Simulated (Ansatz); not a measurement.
```yaml
crystal:
  periodic: [false, false, false]
  atoms:
    - {symbol: Si, position_ang: [-1.789185, 1.885831, -2.021887]}
    - {symbol: C, position_ang: [0.874324, 0.400196, -0.270172]}
    - {symbol: N, position_ang: [0.888474, -2.495924, -0.345009]}
    - {symbol: Si, position_ang: [0.631264, -1.401032, 2.655996]}
    - {symbol: Cl, position_ang: [3.658262, -1.410731, 5.046176]}
    - {symbol: H, position_ang: [-1.557517, 1.456470, -4.792983]}
    - {symbol: H, position_ang: [-4.216930, 0.777884, -1.144669]}
    - {symbol: H, position_ang: [-1.810804, 4.657005, -1.534809]}
    - {symbol: H, position_ang: [2.722116, 1.297545, -0.485884]}
    - {symbol: H, position_ang: [2.396357, -3.316099, -1.174986]}
    - {symbol: H, position_ang: [-1.672397, -1.958861, 4.106966]}
basis:
  gaussian: {orbitals: cc-pVTZ}
hamiltonian: {xc: {name: PBE0}}
output: {forces: true}
```

```sh
$ ansatz run in.yaml --threads 4 --pin off --events-out ev --progress --plain --max-ram 10444MiB
```

It prints (some lines left out):

```
Functional definition: PBE0
1578 factors; their error is unknown
mean field evaluation 1: about -30819.0136 eV, gradient 9.5e1 eV
mean field evaluation 2: about -30187.3755 eV, gradient 2.2e2 eV
mean field evaluation 4: about -30514.7051 eV, gradient 2.0e2 eV
mean field evaluation 8: about -30852.7702 eV, gradient 5.2e0 eV
mean field evaluation 16: about -30853.2555 eV, gradient 3.1e-3 eV
mean field -30853.25551375 eV, -1133.8362270425 hartree, gradient 1.2e-5 eV, S^2 0.000000; 10 other end points of the search recorded, 0 dependent functions left out
reference -30853.25556773 eV, -1133.8362290264 hartree; 32, 32 occupied and 214, 214 virtual orbitals, 1578 factors
Total energy: -30853.25556773 eV, -1133.8362290264 hartree
Atom 0 at    -1.789185     1.885831    -2.021887 Å, force    -0.826256     0.537055    -0.533552 eV/Å
Atom 1 at     0.874324     0.400196    -0.270172 Å, force     2.180871     0.496104    -0.575204 eV/Å
Atom 2 at     0.888474    -2.495924    -0.345009 Å, force     2.754114    -0.276860    -0.836454 eV/Å
Atom 3 at     0.631264    -1.401032     2.655996 Å, force    -0.452888    -0.563584     0.656259 eV/Å
Atom 4 at     3.658262    -1.410731     5.046176 Å, force    -0.892963    -0.011320    -0.697363 eV/Å
Atom 5 at    -1.557517     1.456470    -4.792983 Å, force    -0.126987     0.259550     1.789024 eV/Å
Atom 6 at    -4.216930     0.777884    -1.144669 Å, force     1.587892     0.698277    -0.543347 eV/Å
Atom 7 at    -1.810804     4.657005    -1.534809 Å, force     0.021106    -1.790426    -0.302072 eV/Å
Atom 8 at     2.722116     1.297545    -0.485884 Å, force    -2.908542    -1.467407     0.307649 eV/Å
Atom 9 at     2.396357    -3.316099    -1.174986 Å, force    -2.964440     1.761020     1.851228 eV/Å
Atom 10 at    -1.672397    -1.958861     4.106966 Å, force     1.628092     0.357590    -1.116168 eV/Å
Dipole moment:    -0.917850     0.291870    -1.405714 e Å
```

(1) Something in this input is off. What?

Answers

(1) The coordinates are in bohr but typed as ångström. The calculation finished and met its thresholds. The result belongs to that input, not to the molecule as meant.
